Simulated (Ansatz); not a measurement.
CH6F2GeSi can be A, `F[CH2][GeH]([F])[SiH3]`, or B, `F[SiH](F)[CH2][GeH3]`.

Gas-phase electronic energies from Ansatz, PBE0-D4/def2-TZVP geometries. CCSD(T)/CBS is the MP2 limit (def2-TZVPP, def2-QZVPP) plus CCSD(T) − MP2 in def2-TZVPP, frozen cores. Functionals use def2-TZVPP. B3LYP here is the variant with VWN-RPA as its local correlation; programs differ in this. For Ge outer-core shells are correlated without core-valence functions, which leaves a few kJ/mol of doubt a bond. Scalar relativity is left out up to krypton. One conformer a species, not always the lowest.

A:

Z-matrix (Å, degrees):
```
C
Ge 1 1.978
F 1 1.388 2 108.9
H 1 1.093 2 112.0 3 120.0
H 1 1.093 2 109.6 3 -118.9
Si 2 2.387 1 112.4 3 44.4
F 2 1.755 1 103.7 3 160.6
H 2 1.541 1 111.7 3 -86.8
H 6 1.485 2 109.0 1 -71.3
H 6 1.485 2 109.1 1 48.7
H 6 1.485 2 109.3 1 168.9
```

B:

```xyz
11

F    -1.1223    0.7514    2.6117
Si   -0.0935    0.7407    1.3984
F     1.2579    0.1140    1.9584
C    -0.7271   -0.2907    0.0188
Ge    0.5417   -0.5426   -1.4636
H     0.1773    2.1444    1.0279
H    -1.6300    0.1785   -0.3846
H    -1.0115   -1.2775    0.3958
H    -0.1913   -1.1909   -2.6484
H     1.6956   -1.4475   -1.0109
H     1.1032    0.8202   -1.9037
```

Which isomer does CCSD(T)/CBS put lower? Give the gap. (Best estimate.)

Ansatz gave: B, by 345.6 kJ/mol.

Give E(B) − E(A) in kJ/mol with B3LYP, PBE0-D4, ωB97M-V, B2PLYP, CCSD/def2-TZVPP, r2SCAN-D4, B3LYP-D4. (An estimate is asked.)

Ansatz gave: B3LYP -318.2, PBE0-D4 -319.3, ωB97M-V -335.4, B2PLYP -333.2, CCSD/def2-TZVPP -340.8, r2SCAN-D4 -331.2, B3LYP-D4 -321.0. None reverses the order clearly.

Largest T1 diagnostic: 0.012.

From PBE to PBE0 (25 % exact exchange), in def2-TZVPP and without D4, E(B) − E(A) moves by −17.0 kJ/mol.
